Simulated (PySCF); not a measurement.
NMR data simulated for an unnamed compound:

$^{1}$H NMR (400 MHz, computed): δ 7.38 (d, J = 2.3 Hz, 1H), 6.74 (d, J = 3.9 Hz, 1H), 6.45 (dd, J = 3.9, 2.3 Hz, 1H), 3.51 (s, 1H).

$^{13}$C{$^{1}$H} NMR (computed): δ 141.4 (CH), 135.6 (C), 116.7 (CH), 110.0 (CH), 82.7 (CH), 73.9 (C).

Level of theory: couplings computed with B3LYP/pcJ-1 (without the spin–dipole term), shieldings: GIAO KT2/pcSseg-2, geometry: PBE0-D3(BJ)/def2-SVP, in PySCF (one conformer, no relativistic terms, gas phase).

Referencing at the same level of theory: $^{1}$H (σ = 31.18 ppm), $^{13}$C (σ = 182.28 ppm) vs TMS.

Q: Which of these does the molecule contain: a C≡C triple bond, a heteroaromatic ring, an amide, an N-methyl group, a methoxy group?

A: 
- A C≡C triple bond: yes (δC 82.7, 73.9; δH 3.51 (s)).
- A heteroaromatic ring: yes.
- An amide: no.
- An N-methyl group: no.
- A methoxy group: no.

The data belong to SMILES c1c(C#C)occ1, C6H4O; they needn't prove each group on their own.

Carbon signals by region: 4 in the sp2 and nitrile region (100–160 ppm), 2 at 50–100 ppm.

Splittings below 1 Hz are ignored in the labels, and close J values are merged. Unscaled 3J(H,H) at this level run about 10 % above measured values. Shifts are as computed. Against solution values, carbons near 30 ppm lie about +3 ppm off and those near 130 ppm about -1 ppm. Of 1211 compounds with measured shifts, 218 miss one by over three times the rms of a fit or turn the order of signals round; such compounds aren't used in these exercises.
